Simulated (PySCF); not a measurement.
Excitation energy of As⁺ by level of theory

As⁺ [Ar] 3d10 4s2 4p2 (3P) → As⁺ [Ar] 3d10 4s1 4p3 (5S), as a difference of total energies. Calculation: PySCF 2.14, in aug-cc-pVDZ-PP with ECP10MDF (5s4p3d, 32 functions); scalar relativity through the core potential. Correlated levels: valence: 3s2 3p6 3d10 frozen. The calculations carry no spin-orbit coupling.

```tsv
method	excitation energy (cm⁻¹)	error (cm⁻¹)
UHF	39371	-13680
MP2 (valence)	45598	-7452
SCS-MP2 (valence)	48253	-4798
CCSD (valence)	48083	-4968
CCSD(T) (valence)	48226	-4825
CCSDT (valence)	48273	-4778
```

Reference: 53051 cm⁻¹ (measured; NIST levels, between the centres of gravity of the two terms).

Errors of the correlated levels include the incompleteness of this basis and the frozen core.
